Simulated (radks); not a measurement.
Q: The chromium ion Cr+ is in [Ar] 3d5. Method: non-relativistic Kohn-Sham, PBE, spin-polarised, spherical densities, point nucleus; computed with a radial shooting solver on a logarithmic mesh with Libxc functionals. Open shells are filled with parallel spins first. One electron is removed from 3s, 3d, 2p, 3p in turn, with full relaxation. Which removal costs least, and what does each cost?

A: 3d 17.362 eV; 3p 55.394 eV; 3s 82.823 eV; 2p 587.44 eV. The 3d electron leaves first.
